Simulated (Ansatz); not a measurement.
Abridged output of a molecular run in Ansatz:

```
Functional definition: HF
1560 factors; integrals over basis functions are off by at most 1.1e-3 eV
mean field evaluation 1: about -66891.7787 eV, gradient 3.0e1 eV
mean field evaluation 2: about -66891.7823 eV, gradient 3.0e1 eV
mean field evaluation 4: about -66895.4599 eV, gradient 2.8e0 eV
mean field evaluation 8: about -66895.5942 eV, gradient 3.3e-1 eV
mean field -66895.59633447 eV, -2458.3678218281 hartree, gradient 1.4e-6 eV, S^2 0.755427; 0 other end points of the search recorded, 0 dependent functions left out
15 core orbitals not correlated: weight in the atoms' cores, before any rotation towards them, 1.000 or more for the frozen orbitals, at most 0.000 for the correlated occupied ones
reference -66895.59633447 eV, -2458.3678218281 hartree; 14, 13 occupied and 217, 218 virtual orbitals, 1560 factors
second order -24.87236191 eV of doubles, -0.00000000 eV of singles
cycle   1  -23.93846714 eV  change    9.3e-1 eV  update   1.1e-1
cycle   2  -24.47080726 eV  change   -5.3e-1 eV  update   3.6e-2
cycle   3  -24.58917916 eV  change   -1.2e-1 eV  update   2.0e-2
cycle   4  -24.57298075 eV  change    1.6e-2 eV  update   6.8e-3
cycle   5  -24.56692280 eV  change    6.1e-3 eV  update   3.5e-3
cycle   6  -24.56890546 eV  change   -2.0e-3 eV  update   1.3e-3
cycle   7  -24.56923331 eV  change   -3.3e-4 eV  update   5.9e-4
cycle   8  -24.56918275 eV  change    5.1e-5 eV  update   2.4e-4
cycle   9  -24.56922700 eV  change   -4.4e-5 eV  update   1.3e-4
cycle  10  -24.56921360 eV  change    1.3e-5 eV  update   5.0e-5
cycle  11  -24.56919828 eV  change    1.5e-5 eV  update   2.5e-5
perturbative correction -0.92379071 eV, -0.0339486824 hartree
Total energy: -66921.08932346 eV, -2459.3046718937 hartree
Checks for a lower state left out: cluster_reference
```

Its atoms:

```xyz
4

O     0.924    0.602   -0.637
Ga    0.373   -0.937    0.097
Cl   -1.573   -0.970    1.067
H     0.276    1.306   -0.527
```

(1) Which basis set was used?
A. def2-TZVPP
B. def2-QZVPP
C. cc-pV(D+d)Z
D. def2-SVP

(2) Write the keys of the input that set method, charge and spin (a neutral closed shell needs none for the last two).

Results:

(1) B. It gives 246 functions.

(2) 
```yaml
magnetization: {spin_polarized: true, initial_magnetization: 1}
correlation: {method: ccsd_t}
scf: {omitted_lower_state_checks: [cluster_reference]}
```
